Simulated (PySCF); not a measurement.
Working out the ionisation energy of Tc⁺

Tc⁺ [Kr] 4d5 5s1 (7S) → Tc²⁺ [Kr] 4d5 (6S). Calculation: PySCF 2.14, in cc-pVDZ-PP with ECP28MDF (4s4p3d1f, 38 functions); scalar relativity through the core potential. Frozen: 4s2 4p6. Energies in hartree (1 hartree = 27.21139 eV):

```csv
part,Tc⁺ (lower),Tc²⁺ (upper)
UHF,-79.641774,-79.119777
MP2 opposite-spin,0.000000,0.000000
MP2 same-spin,-0.058007,-0.041470
```

What does Hartree-Fock give?

(-79.119777) − (-79.641774) = 0.521997 hartree = 14.204 eV.

What do MP2 and SCS-MP2 (6/5 opposite-spin, 1/3 same-spin) give?

The opposite-spin parts differ by 0.000 eV and the same-spin parts by 0.450 eV. MP2: 14.204 + (0.000) + (0.450) = 14.654 eV. SCS-MP2: 14.204 + 1.2 × (0.000) + (0.450)/3 = 14.354 eV.

Reference: 15.26 eV (semi-empirical (NIST evaluation); NIST Atomic Spectra Database, ionization energies).

A double-zeta basis recovers only part of the correlation energy.

What remains against the reference includes basis incompleteness, the frozen core and correlation beyond second order.
